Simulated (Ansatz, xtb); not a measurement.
Spectroscopic constants of FeSb, multiplicity 6 (lowest of 2S+1 = 2, 4, 6, 8 at PBE0/def2-TZVPP; our sources give no spin for the ground state, which may be another). No spin–orbit coupling. Fe is treated without relativity.

Constants: fifth-degree fit in 1/R to seven points, most abundant isotopes. In def2 and cc sets the state is the lowest found near the PBE0 minimum, followed along R.

Programs: Ansatz (a program for electronic structure) with Gaussian orbitals; xtb for the GFN methods.  In def2 rows elements past Kr take small-core potentials, without spin–orbit coupling. The GFN methods have no spin term and hold the electronic entropy of 300 K.

```
level                 r_e (Å)  ω_e (cm⁻¹)  B_e (cm⁻¹)  ω_e x_e (cm⁻¹)  dipole (D)
--------------------  -------  ----------  ----------  --------------  ----------
GFN1-xTB                2.386         297      0.0774             2.2           -
GFN2-xTB                2.435         181      0.0743           -0.96           -
SVWN5/def2-TZVPP        2.336         299      0.0808            0.86        3.02
PBE/def2-TZVPP          2.408         261      0.0760            0.93        3.10
r2SCAN/def2-TZVPP       2.402         258      0.0764           0.047        3.36
B97M-V/def2-TZVPP       2.469         241      0.0723            0.75        3.27
B3LYP/def2-TZVPP        2.460         234      0.0729            0.52        3.32
PBE0/def2-TZVPP         2.431         239      0.0746         -0.0031        3.69
BHLYP/def2-TZVPP        2.528         205      0.0690            0.47        4.06
CAM-B3LYP/def2-TZVPP    2.451         233      0.0734            0.68        3.73
wB97X-V/def2-TZVPP      2.449         231      0.0735            0.51        4.31
wB97M-V/def2-TZVPP      2.483         226      0.0715            0.62        3.98
B2PLYP/def2-TZVPP       2.391         251      0.0771             1.2           -
```

Correlated levels freeze the inner cores; with def2 sets outer-core shells near the valence are correlated too.
